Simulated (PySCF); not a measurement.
A side-by-side comparison of computed properties.

First species: C4H7ClN2Si.
SMILES: `Cc1c(Cl)cnn1[SiH3]`

Second species: C3H7F2NSi2.
SMILES: `C#C[Si@@H](F)N[SiH2]CF`

Levels: CAM-B3LYP/def2-SVPD for dipole moment, HOMO energy, LUMO energy, HOMO–LUMO gap, static isotropic polarisability and electronic spatial extent ⟨r²⟩ about the centre of nuclear charge; TDDFT CAM-B3LYP/def2-SVPD for lowest singlet excitation; TDA CAM-B3LYP/def2-SVPD for lowest triplet excitation (Tamm–Dancoff); GFN2-xTB for rotational constant A and rotational constant C. Geometries: GFN2-xTB. Each structure is a single optimised conformer of the isolated species, non-relativistic unless stated. Electronic properties by PySCF.

The conformers computed, where there is a choice (atom-mapped SMILES and torsion angles):
- `[CH:1]#[C:2][Si@@H:3]([F:4])[NH:5][SiH2:6][CH2:7][F:8]`: C2–Si3–N5–Si6 24°, Si3–N5–Si6–C7 157°, N5–Si6–C7–F8 52°

Values for the first species:

* Dipole moment: 2.79 D
* HOMO energy: -8.10 eV
* LUMO energy: 0.91 eV
* HOMO–LUMO gap: 9.01 eV
* Lowest singlet excitation: 6.18 eV
* Lowest triplet excitation (Tamm–Dancoff): 4.39 eV
* Static isotropic polarisability: 97.4 au
* Electronic spatial extent ⟨r²⟩ about the centre of nuclear charge: 1514 bohr²
* Rotational constant A: 3.320 GHz
* Rotational constant C: 0.713 GHz

Question: Estimate the same properties for the second species, and the change in each.

Answer: 
```
                                                         property       first      second  second less first
                                                    dipole moment      2.79 D      2.95 D            +0.16 D
                                                      HOMO energy    -8.10 eV    -9.27 eV           -1.17 eV
                                                      LUMO energy     0.91 eV     0.36 eV           -0.55 eV
                                                    HOMO–LUMO gap     9.01 eV     9.63 eV           +0.62 eV
                                        lowest singlet excitation     6.18 eV     6.01 eV           -0.17 eV
                         lowest triplet excitation (Tamm–Dancoff)     4.39 eV     5.02 eV           +0.63 eV
                                  static isotropic polarisability     97.4 au     89.2 au            -8.2 au
electronic spatial extent ⟨r²⟩ about the centre of nuclear charge  1514 bohr²  1854 bohr²         +340 bohr²
                                            rotational constant A   3.320 GHz   2.358 GHz         -0.962 GHz
                                            rotational constant C   0.713 GHz   0.569 GHz         -0.144 GHz
```

On the first: No computed singlet falls in the visible range (750 to 380 nm, 1.65 to 3.26 eV); S1 lies 2.92 eV above its blue end. The principal polarisabilities are 68.6, 98.9 and 124.5 au; their mean is the isotropic value.

On the second: The dipole matches unit charges of opposite sign 0.61 Å apart (1 e·Å = 4.8032 D). No computed singlet falls in the visible range (750 to 380 nm, 1.65 to 3.26 eV); S1 lies 2.75 eV above its blue end.
